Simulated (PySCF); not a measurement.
Excitations are Tamm–Dancoff values on a coarser integration grid. The basis has no diffuse functions, so Rydberg states are missing or too high.

Cartesian coordinates (Å):
SMILES: CSC(C)=O
```xyz
11

C     -1.7514    -0.7674     1.1680
S     -1.0879     0.4161    -0.0258
C      0.6603     0.0303     0.0771
C      1.4919     0.8906    -0.8436
O      1.1269    -0.8260     0.8034
H     -2.2560    -0.2308     1.9798
H     -2.4567    -1.4409     0.6677
H     -0.8943    -1.3346     1.5606
H      2.0350     0.2375    -1.5418
H      2.2379     1.4313    -0.2440
H      0.8844     1.6080    -1.4096
```
Charge 0, multiplicity 1.

Estimate the HOMO–LUMO gap, S1 excitation (TDA), total energy, LUMO, brightest of the four lowest singlets (TDA), S1–T1 gap (TDA), T1 excitation (TDA) and HOMO that PBE-D3(BJ)/def2-TZVP (PySCF 2.14.0) returns for this input.


```json
{
 "HOMO–LUMO gap": "4.50 eV",
 "S1 excitation (TDA)": "4.71 eV",
 "total_energy": "-591.0487 Ha",
 "LUMO": "-1.64 eV",
 "brightest of the four lowest singlets (TDA)": "5.31 eV",
 "S1–T1 gap (TDA)": "0.60 eV",
 "T1 excitation (TDA)": "4.11 eV",
 "HOMO": "-6.14 eV"
}
```
